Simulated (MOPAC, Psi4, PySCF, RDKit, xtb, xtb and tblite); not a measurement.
Two geometries of SMILES c1(N)ccc(C=C)cc1 (C₈H₉N), relaxed at GFN2-xTB with one dihedral held; other torsions can differ between them too.

Structure A

```
18

C     -3.2354     0.5096    -0.4563
C     -2.1291     1.0723     0.0169
C     -0.8044     0.4737     0.0907
C      0.2581     1.2367     0.5775
C      1.5315     0.7158     0.6757
C      1.7960    -0.5871     0.2605
N      3.0808    -1.1374     0.3187
C      0.7360    -1.3638    -0.2092
C     -0.5347    -0.8414    -0.2970
H     -3.2586    -0.4919    -0.8502
H     -4.1717     1.0408    -0.4688
H     -2.1818     2.0878     0.3924
H      0.0763     2.2530     0.8993
H      2.3386     1.3284     1.0558
H      3.1475    -1.9606     0.9018
H      3.7671    -0.4571     0.6260
H      0.9301    -2.3835    -0.5082
H     -1.3323    -1.4658    -0.6685
```

Structure B

```
18

C     -3.1982     0.5028    -0.5707
C     -2.1237     1.0876    -0.0517
C     -0.8086     0.4975     0.1386
C      0.2098     1.2711     0.7017
C      1.4736     0.7639     0.9048
C      1.7733    -0.5530     0.5488
N      3.0247    -1.0648     0.7465
C      0.7611    -1.3347    -0.0148
C     -0.4991    -0.8183    -0.2139
H     -3.1979    -0.5161    -0.9179
H     -4.1310     1.0315    -0.6682
H     -2.2019     2.1182     0.2759
H      0.0004     2.2935     0.9849
H      2.2454     1.3820     1.3421
H      3.7459    -0.4996     1.1510
H      3.2317    -2.0113     0.4922
H      0.9798    -2.3560    -0.2947
H     -1.2573    -1.4492    -0.6513
```

Problem. Which is lower in energy at the level B3LYP-D3(BJ)/def2-SVP // GFN2-xTB (Psi4), and by how much?

Solution. B is lower, by 7.55 kJ/mol (dihedral C5–C6–N7–H15: 120° in A, 0° in B).

E(B) − E(A) in kJ/mol at the other levels, on the same two geometries: GFN2-xTB (xtb and tblite) -9.25; MMFF94 // GFN2-xTB (RDKit) -2.65; B3LYP/def2-SVP // GFN2-xTB (Psi4) -7.65; PBE/def2-SVP // GFN2-xTB (Psi4) -8.95; PBE-D3(BJ)/def2-SVP // GFN2-xTB (Psi4) -8.89; UFF // GFN2-xTB (RDKit) -27.89; AM1, restricted, heats of formation // GFN2-xTB (MOPAC) -2.20; PM7, restricted, heats of formation // GFN2-xTB (MOPAC) -11.07; GFN1-xTB // GFN2-xTB (xtb) -6.09; restricted B3LYP/6-31G*, spherical d, density fitting // GFN2-xTB (PySCF) -3.04; restricted LDA (SVWN5)/6-31G*, spherical d, density fitting // GFN2-xTB (PySCF) -8.62; restricted Hartree-Fock/STO-3G // GFN2-xTB (PySCF) 7.07; restricted Hartree-Fock/LANL2DZ, density fitting // GFN2-xTB (PySCF) -17.88.
